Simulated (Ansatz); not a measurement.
Relaxation of CH6AlFO2 (11 atoms, charge 0, multiplicity 1), to a largest force component of 0.03 eV/Å in at most 50 steps.

Level of theory: Ansatz 0.2.0, RKS B3LYP/def2-SVP.

```xyz
11
Properties=species:S:1:pos:R:3:forces:R:3
Al 0.035 -0.814 -0.107 -0.04 0.18 0.10
C 0.699 0.945 -0.678 -0.01 -0.11 0.11
O -1.219 -1.502 -1.037 0.07 0.06 0.01
O 0.686 -1.773 1.144 -0.12 -0.03 -0.13
H -1.063 1.770 0.677 0.35 0.42 -0.78
F -1.415 1.411 1.439 -0.29 -0.54 0.69
H -0.031 1.459 -1.327 0.01 0.01 -0.01
H 0.961 1.603 0.170 0.00 -0.02 -0.04
H 1.622 0.834 -1.274 -0.01 0.00 -0.02
H -1.582 -2.371 -0.847 -0.04 -0.04 0.00
H 1.306 -1.563 1.841 0.10 0.07 0.07
```

Where does it end, and by what steps?

It converged. The force dipped under the threshold on the way, but the program's further checks kept it going. After 40 steps the energy has fallen by 1.598 eV; H5 moved furthest, 2.81 Å. Parted: H5–F6. Joined: Al1–F6, O3–H5.

```
step  energy less start (eV)  largest force component (eV/Å)  accepted
   0                  0.0000                           0.782       yes
   2                 -0.1101                           0.844       yes
   4                 -0.2435                           0.140       yes
   6                 -0.2635                           0.067       yes
   8                 -0.2656                           0.441        no
  10                 -0.2680                           0.341       yes
  12                 -0.2706                           0.093       yes
  14                 -0.2746                           0.302       yes
  16                 -0.2788                           0.134       yes
  18                 -0.2922                           0.511       yes
  20                 -0.3490                           1.280       yes
  22                 -0.5533                           0.967       yes
  24                 -0.6710                           3.262        no
  26                 -0.7904                           0.318       yes
  28                 -0.8750                           4.091       yes
  30                 -1.4573                           0.493       yes
  32                 -1.5206                           0.570       yes
  34                 -1.5727                           0.233       yes
  36                 -1.5720                           0.500        no
  38                 -1.5960                           0.067       yes
  40                 -1.5976                           0.012       yes
```

```xyz
11
Properties=species:S:1:pos:R:3
Al -0.076 0.120 0.439
C 1.069 1.140 -0.763
O -1.541 -0.859 -0.502
O 0.340 -1.458 1.051
H -2.385 -0.584 -0.108
F -1.128 1.000 1.431
H 0.483 1.857 -1.364
H 1.809 1.733 -0.195
H 1.633 0.500 -1.463
H -1.307 -1.720 -0.090
H 1.103 -1.729 1.565
```

Whether the end is a true minimum wasn't checked by a vibrational analysis.

Time of the run: 120 s on 2 threads of Arm Neoverse V1, with other jobs on the host, peak memory 0.21 GiB.
